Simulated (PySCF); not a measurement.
**`[C@@H]1([SiH3])C[C@@H]1[AsH2]`, C3H9AsSi**

Molfile (atoms numbered from 1):
```
C3H9AsSi
     RDKit          3D

 14 14  0  0  0  0  0  0  0  0999 V2000
   -1.7052    0.8867    0.5298 Si  0  0  0  0  0  4  0  0  0  0  0  0
   -0.6791   -0.6243    0.0661 C   0  0  2  0  0  0  0  0  0  0  0  0
    0.2277   -1.2643    1.0756 C   0  0  0  0  0  0  0  0  0  0  0  0
    0.8157   -0.5249   -0.0875 C   0  0  2  0  0  0  0  0  0  0  0  0
    1.7230    1.1851    0.2274 As  0  0  0  0  0  3  0  0  0  0  0  0
   -3.1003    0.4533    0.6610 H   0  0  0  0  0  0  0  0  0  0  0  0
   -1.5873    1.9044   -0.5254 H   0  0  0  0  0  0  0  0  0  0  0  0
   -1.2208    1.4351    1.8047 H   0  0  0  0  0  0  0  0  0  0  0  0
   -1.1641   -1.3182   -0.6146 H   0  0  0  0  0  0  0  0  0  0  0  0
    0.2904   -0.8059    2.0559 H   0  0  0  0  0  0  0  0  0  0  0  0
    0.2999   -2.3437    1.1010 H   0  0  0  0  0  0  0  0  0  0  0  0
    1.2590   -1.1440   -0.8650 H   0  0  0  0  0  0  0  0  0  0  0  0
    1.7401    1.5633   -1.2294 H   0  0  0  0  0  0  0  0  0  0  0  0
    3.1002    0.5970    0.0585 H   0  0  0  0  0  0  0  0  0  0  0  0
  1  2  1  0
  2  3  1  0
  3  4  1  0
  4  5  1  0
  4  2  1  0
  1  6  1  0
  1  7  1  0
  1  8  1  0
  2  9  1  6
  3 10  1  0
  3 11  1  0
  4 12  1  6
  5 13  1  0
  5 14  1  0
M  END
```

Computed with TDDFT wB97X-D/aug-cc-pVDZ circular dichroism and optical rotation, one conformer, gas phase (PySCF). Geometry: GFN2-xTB.

The calculation is non-relativistic, which matters for the atoms heavier than Zn. Singlets 14 and 15 lie within 0.01 eV of each other, so their separate moments and overlaps can depend on how they mix.

Problem. Draw the ECD and absorption spectra from the lowest 16 states, each a Gaussian of half-width 0.3 eV at 1/e height.

Solution. 
| E (eV) | λ (nm) | Δε (L mol⁻¹ cm⁻¹) | ε (L mol⁻¹ cm⁻¹) |
| --- | --- | --- | --- |
| 5.94 | 209 | +0.04 | 355 |
| 6.04 | 205 | +0.17 | 1010 |
| 6.14 | 202 | +0.61 | 2340 |
| 6.24 | 199 | +1.64 | 4490 |
| 6.34 | 196 | +3.46 | 7190 |
| 6.44 | 193 | +5.66 | 9750 |
| 6.54 | 190 | +7.15 | 11300 |
| 6.64 | 187 | +6.83 | 11300 |
| 6.74 | 184 | +4.67 | 9710 |
| 6.84 | 181 | +1.82 | 7180 |
| 6.94 | 179 | -0.52 | 4570 |
| 7.04 | 176 | -2.17 | 2630 |
| 7.14 | 174 | -3.96 | 1690 |
| 7.24 | 171 | -6.98 | 1780 |
| 7.34 | 169 | -11.86 | 2750 |
| 7.44 | 167 | -18.11 | 4400 |
| 7.54 | 164 | -24.17 | 6340 |
| 7.64 | 162 | -28.74 | 8060 |
| 7.74 | 160 | -32.13 | 9070 |
| 7.84 | 158 | -35.30 | 9070 |

Δε uses R in velocity form, ε uses f in length form. Only the states computed contribute, so the short-wavelength end is incomplete.

The sign of the CD band at 193 nm isn't settled: the length form gives the opposite one.
